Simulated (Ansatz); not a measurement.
Reaction (ligand exchange at the Si–N bond): `BN([SiH3])[SiH3]` + `C/N=C\N` → `C/N=C/N[SiH3]` + `BN[SiH3]`

Program: Ansatz. Geometries: PBE0-D4/def2-TZVP. ΔE: electronic, gas phase. CCSD(T)/CBS is the MP2 limit (def2-TZVPP, def2-QZVPP) plus CCSD(T) − MP2 in def2-TZVPP, frozen cores. Double bonds are as drawn, so ΔE can hold a change between cis and trans. One conformer a species, not always the lowest.

```csv
species,CCSD(T)/def2-TZVPP energy (Eh)
`BN([SiH3])[SiH3]`,-662.43011
`C/N=C\N`,-188.99893
`C/N=C/N[SiH3]`,-479.27771
`BN[SiH3]`,-372.16038
```

(1) Work out ΔE.

Largest T1 diagnostic among the species: 0.013.

Answers

(1) ΔE = (-479.27771) + (-372.16038) − (-662.43011) − (-188.99893) = -0.00905 Eh = -5.7 kcal/mol. CCSD(T)/CBS gives -5.4 kcal/mol.

The D4 term adds +1.1 kcal/mol with B3LYP and +0.5 kcal/mol with PBE0; it sums over pairs of atoms, weighted by their polarisabilities, and B3LYP, whose exchange is more repulsive, gets the larger term. In def2-TZVPP, CCSD(T) changes the Hartree–Fock value by +1.3 kcal/mol (the triples alone add +0.2 kcal/mol) and MP2 by +1.4 kcal/mol.

B3LYP here is the variant with VWN-RPA as its local correlation; programs differ in this.
